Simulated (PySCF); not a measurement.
Working out the ionisation energy of Fe

Fe [Ar] 3d6 4s2 (5D) → Fe⁺ [Ar] 3d6 4s1 (6D). Computed with PySCF 2.14 in Sapporo-DKH3-DZP-2012, with scalar relativity by spin-free X2C-1e. Frozen: [Ar]. Energies in hartree (1 hartree = 27.21139 eV):

| part | Fe (lower) | Fe⁺ (upper) |
| --- | --- | --- |
| UHF | -1271.316878 | -1271.079251 |
| MP2 opposite-spin | -0.078878 | -0.045096 |
| MP2 same-spin | -0.070274 | -0.068792 |

Task: What does Hartree-Fock give?

Result: (-1271.079251) − (-1271.316878) = 0.237627 hartree = 6.466 eV.

Task: What do MP2 and SCS-MP2 (6/5 opposite-spin, 1/3 same-spin) give?

Result: The opposite-spin parts differ by 0.919 eV and the same-spin parts by 0.040 eV. MP2: 6.466 + (0.919) + (0.040) = 7.425 eV. SCS-MP2: 6.466 + 1.2 × (0.919) + (0.040)/3 = 7.582 eV.

Measured between the centres of the two terms (NIST): 7.904 eV, so MP2 (valence) is off by -0.479 eV.

A double-zeta basis recovers only part of the correlation energy.

What remains against the reference includes basis incompleteness, the frozen core and correlation beyond second order.
